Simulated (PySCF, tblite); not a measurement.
Compound: C7H12OSi.
Geometry (GFN2-xTB, Å), atoms numbered from 1 in this order:
```
atom  x, y, z in Å
C1    -2.8417    0.9697    1.1530
C2    -2.2846   -0.3702    0.6919
C3    -1.0434   -0.1921   -0.1776
C4    -0.4858   -1.5032   -0.6721
O5    -0.9717   -2.5760   -0.4287
C6     0.7583   -1.3717   -1.5489
C7     1.7625   -0.5116   -0.9597
C8     2.5968    0.1938   -0.4506
Si9    3.8734    1.2775    0.3252
H10   -3.7157    0.8220    1.7824
H11   -2.0963    1.5185    1.7249
H12   -3.1342    1.5779    0.2995
H13   -2.0261   -0.9829    1.5573
H14   -3.0433   -0.9119    0.1238
H15   -0.2531    0.3201    0.3782
H16   -1.2750    0.4310   -1.0462
H17    0.4455   -0.9549   -2.5123
H18    1.1748   -2.3680   -1.7219
H19    3.2099    2.0780    1.3592
H20    4.9110    0.4278    0.9124
H21    4.4299    2.1430   -0.7175
```

Method used: PBE0/pcSseg-1 in PySCF (dipole) on a GFN2-xTB geometry, gas phase.

Take the most abundant isotopes and a rigid rotor. The values belong to one conformer with, in the numbering `[CH3:1][CH2:2][CH2:3][C:4](=[O:5])[CH2:6][C:7]#[C:8][SiH3:9]`, C1–C2–C3–C4 -179°, C2–C3–C4–O5 1°, C3–C4–C6–C7 49°.

Task: Give the principal moments of inertia and the rotational constants in MHz.

Result: Ia = 277.06, Ib = 876.35, Ic = 1097.85 u·Å²; 505379 MHz·u·Å²/I gives A = 1824, B = 576.7, C = 460.3 MHz.

Task: Classify the top.

Result: An asymmetric top. Ray's parameter κ = (2B − A − C)/(A − C) = -0.829; −1 is the prolate and +1 the oblate limit.

Task: Is it planar, by Δ = Ic − Ia − Ib?

Result: Not planar: Δ = Ic − Ia − Ib = -55.56 u·Å². For a rigid frame Δ = −2 Σ m c², so Σ m c² = 27.78 u·Å² lies off the ab plane: 11.36 from hydrogen and 16.42 from heavier atoms. The atom farthest from that plane is 1.63 Å away.

Task: Give the other two planar moments, Paa and Pbb, and the rms extents of the mass along the axes.

Result: Paa = Σ m a² = (Ib + Ic − Ia)/2 = 848.57 and Pbb = Σ m b² = (Ia + Ic − Ib)/2 = 249.28 u·Å². With the mass M = 140.07 u, the rms extents √(P/M) along a, b and c are 2.46, 1.33, 0.45 Å.

Task: List the rotational levels J(Ka,Kc) to J = 3 (MHz).

Result: Above 0(0,0):
J = 1: 1(0,1) 1037, 1(1,1) 2284, 1(1,0) 2401
J = 2: 2(0,2) 3103, 2(1,2) 4242, 2(1,1) 4591, 2(2,1) 8333, 2(2,0) 8341
J = 3: 3(0,3) 6184, 3(1,3) 7174, 3(1,2) 7872, 3(2,2) 11444, 3(2,1) 11483, 3(3,1) 17977, 3(3,0) 17977
Those of J = 1 are B + C, A + C and A + B.

Task: Which types of transition are allowed, and where do some lines up to J = 2 fall?

Result: The dipole components are |μa| = 0.90 D, |μb| = 1.27 D, |μc| = 1.56 D. Intensities carry the squares of the components, which stand as 0.33 : 0.66 : 1.00 (a : b : c). Some lines, for components of 0.1 D or more:

| type | branch | J(Ka,Kc) | MHz | lower level (cm⁻¹) |
| --- | --- | --- | --- | --- |
| c | Q | 1(1,1) ← 1(0,1) | 1247 | 0.035 |
| b | Q | 1(1,0) ← 1(0,1) | 1364 | 0.035 |
| b | Q | 2(1,1) ← 2(0,2) | 1488 | 0.104 |
| a | R | 2(0,2) ← 1(0,1) | 2066 | 0.035 |
| a | R | 2(1,1) ← 1(1,0) | 2190 | 0.080 |
| b | R | 2(1,2) ← 1(0,1) | 3205 | 0.035 |
| c | R | 2(1,1) ← 1(0,1) | 3554 | 0.035 |
| b | Q | 2(2,0) ← 2(1,1) | 3750 | 0.153 |
| c | R | 2(2,1) ← 1(1,1) | 6049 | 0.076 |
| b | R | 2(2,0) ← 1(1,1) | 6057 | 0.076 |

Its lowest GFN2-xTB frequency is 19i cm⁻¹, too small to tell a flat minimum from a shallow saddle. Zero-point vibration and centrifugal distortion are left out. A rigid rotor knows nothing of internal rotation, which can split or shift real lines.
